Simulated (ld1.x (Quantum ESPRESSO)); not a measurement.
Pseudopotential generation for Pt (Z = 78): PAW, PBE, non-relativistic.

ld1.x (Quantum ESPRESSO) 7.5 input, shortened:

```
&input
   title='Pt', zed=78., rel=0, dft='PBE', iswitch=3,
   config='[Xe] 4f14 5d8 6s0 6p0'
 /
 &inputp
   pseudotype=3, lpaw=.true., tm=.true., lloc=-2, rcloc=2.10,
   nlcc=.true., new_core_ps=.true., rcore=1.05,
   which_augfun='PSQ', rmatch_augfun=0.80
 /
6
5S  1  0   2.00   0.00  1.35  1.45  0.0
6S  2  0   0.00   0.00  1.35  1.45  0.0
5P  2  1   6.00   0.00  1.85  2.15  0.0
6P  3  1   0.00   0.00  1.85  2.15  0.0
5D  3  2   8.00   0.00  1.05  1.40  0.0
5D  3  2   0.00   0.55  1.05  1.40  0.0
 &test
   configts(1)='5s2 5p6 5d8 6s0 6p0'
 /
```

All-electron outer shells of the reference configuration (PBE, non-relativistic, ld1.x):

```json
{"shell": "4f", "level (eV)": "-102.91", "outermost node (bohr)": "–", "outermost maximum (bohr)": "0.38"}
{"shell": "5s", "level (eV)": "-100.55", "outermost node (bohr)": "0.54", "outermost maximum (bohr)": "0.96"}
{"shell": "5p", "level (eV)": "-71.41", "outermost node (bohr)": "0.55", "outermost maximum (bohr)": "1.02"}
{"shell": "5d", "level (eV)": "-26.63", "outermost node (bohr)": "0.57", "outermost maximum (bohr)": "1.23"}
{"shell": "6s", "level (eV)": "-19.14", "outermost node (bohr)": "1.25", "outermost maximum (bohr)": "2.44"}
{"shell": "6p", "level (eV)": "-13.64", "outermost node (bohr)": "1.38", "outermost maximum (bohr)": "2.91"}
```

(1) Does this generation succeed?

## Answers

(1) No. ld1.x (Quantum ESPRESSO) 7.5 stopped with "new_paw_hamiltonian: negative rho": the spherical valence density built from the smooth waves and the augmentation charge turned negative at some radius.
